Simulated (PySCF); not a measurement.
Fractional electron number in Cr²⁺ (chromium, charge +2)

The 3d alpha orbital of [Ar] 3d4 is emptied in steps (occupation f), with all orbitals relaxed, ending at [Ar] 3d3. Computed with PySCF 2.14 in aug-cc-pVDZ, with no relativity, point nucleus. The exact energy is a straight line in f; departures are measured from the line between the end points of the same method.

| f | UHF (eV) | LDA (eV) | PBE (eV) |
| --- | --- | --- | --- |
| 1 | 0.000 | 0.000 | 0.000 |
| 0.75 | 0.346 | -1.563 | -1.522 |
| 0.5 | 0.443 | -2.111 | -2.053 |
| 0.25 | 0.319 | -1.604 | -1.556 |
| 0 | 0.000 | 0.000 | 0.000 |

```json
{"method": "UHF", "E(f=0) − E(f=1) (eV)": "30.161", "−ε at f=1 (eV)": "32.090", "−ε at f=0.5 (eV)": "30.088"}
{"method": "LDA", "E(f=0) − E(f=1) (eV)": "32.370", "−ε at f=1 (eV)": "24.150", "−ε at f=0.5 (eV)": "32.260"}
{"method": "PBE", "E(f=0) − E(f=1) (eV)": "31.986", "−ε at f=1 (eV)": "23.969", "−ε at f=0.5 (eV)": "31.895"}
```

Orbital energy along the path (eV):

| f | UHF | LDA | PBE |
| --- | --- | --- | --- |
| 1 | -32.090 | -24.150 | -23.969 |
| 0.75 | -31.024 | -28.118 | -27.855 |
| 0.5 | -30.088 | -32.260 | -31.895 |
| 0.25 | -29.261 | -36.566 | -36.072 |
| 0 | -28.525 | -41.028 | -40.365 |

Reference removal energy between the ground levels: 30.959 ± 0.025 eV (measured; NIST Atomic Spectra Database, ionization energies). The calculation has no spin-orbit coupling. The determinant left behind need not be the lowest term of the ion. UHF lacks correlation.
